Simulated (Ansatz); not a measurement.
Consider the formal exchange of groups at the Sn–O bond: `[CH3][SnH]([OH])[F]` + `OC=S` → `[CH3][SnH2][F]` + `OC(O)=S`.

Gas-phase electronic energies from Ansatz, PBE0-D4/def2-TZVP geometries. CCSD(T)/CBS is the MP2 limit (def2-TZVPP, def2-QZVPP) plus CCSD(T) − MP2 in def2-TZVPP, frozen cores. This one scheme is used for every species. def2 core potentials past Kr. For Sn outer-core shells are correlated without core-valence functions, which leaves a few kJ/mol of doubt a bond. Each species was taken in one conformer, which may not be the lowest.

| species | CCSD(T)/CBS(def2) energy (Eh) |
| --- | --- |
| `[CH3][SnH]([OH])[F]` | -430.11060 |
| `OC=S` | -512.17609 |
| `[CH3][SnH2][F]` | -354.90084 |
| `OC(O)=S` | -587.37155 |

**Question.** Work out ΔE.

**Answer.** ΔE = (-354.90084) + (-587.37155) − (-430.11060) − (-512.17609) = 0.01430 Eh = +37.5 kJ/mol.

Largest T1 diagnostic among the species: 0.018.

Leaving LDA and LC-ωPBE aside and taking each functional with its dispersion term where it has one, the values, not all of them listed here, spread over 18.6 kJ/mol, from r2SCAN0-D4 to BLYP-D4. LDA lies −21.2 kJ/mol from PBE without D4. At CCSD(T), def2-SVP lies −32.0 kJ/mol from the extrapolated value and def2-TZVPP −8.7 kJ/mol. From r2SCAN to r2SCAN0 (25 % exact exchange), in def2-TZVPP and without D4, ΔE moves by −5.1 kJ/mol.
